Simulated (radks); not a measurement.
Results of a calculation; reference values are marked as such.
The tantalum ion Ta4+, configuration [Xe] 4f14 5d1. Level of theory: scalar-relativistic Kohn-Sham, r2SCAN, spin-polarised, spherical densities, finite nucleus; open shells are filled with parallel spins first (spin-orbit coupling, left out, can overturn this in heavy ions); meta-GGA in the generalised Kohn-Sham scheme; Fermi nuclear charge, rms radius 5.3507 fm (a radial shooting solver on a logarithmic mesh with Libxc functionals). Some entries of the table are withheld. Estimate them.

orbital,occ.,eigenvalue (eV),r(max) (bohr),<1/r> (bohr^-1)
1s down,1,-67480.09,0.01168,85.40
1s up,1,-67480.08,0.01168,85.40
2s up,1,-11654.67,0.06683,19.97
2s down,1,-11654.58,0.06683,19.97
2p up,3,-10216.66,0.05477,18.15
2p down,3,-10216.60,0.05477,18.15
3s down,1,-2712.179,0.1885,7.404
3s up,1,-2712.173,0.1885,7.404
3p up,3,-2282.398,0.1864,6.845
3p down,3,-2282.398,0.1864,6.845
3d up,5,-1779.993,0.1521,6.462
3d down,5,-1779.956,0.1521,6.462
4s up,1,-592.1896,0.4290,3.130
4s down,1,-592.1444,0.4290,3.129
4p up,3,-450.5990,0.4495,2.849
4p down,3,-450.5627,0.4495,2.849
4d up,5,-268.3941,0.4617,2.529
4d down,5,-268.3469,0.4617,2.529
5s up,1,-116.9880,0.9887,(1)
5s down,1,-116.3948,0.9871,(2)
5p up,3,-82.1941,1.118,1.033
5p down,3,-81.3143,1.114,1.040
4f up,7,-67.3243,0.4426,2.007
4f down,7,-67.1719,0.4425,2.012
5d up,1,(3),1.445,0.7437
5d down,0,(4),1.429,0.7527

Answer. 
(1) 5s up <1/r> (bohr^-1): 1.214
(2) 5s down <1/r> (bohr^-1): 1.219
(3) 5d up eigenvalue (eV): -41.3456
(4) 5d down eigenvalue (eV): -39.8499
